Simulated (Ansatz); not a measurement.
Predict a relaxed structure of Cu2F (the lowest doublet isomer of a short search), charge 0, doublet, at r2SCAN-D4/def2-TZVP (Ansatz).


```tsv
atom	x (Å)	y (Å)	z (Å)
Cu1	-0.225	0.983	0.779
Cu2	1.012	-0.759	-0.157
F3	-0.787	-0.224	-0.622
```
Point group C2v (tolerance 0.1 Å). This is one stationary point.

The structure comes from a short search, and lower isomers may exist.
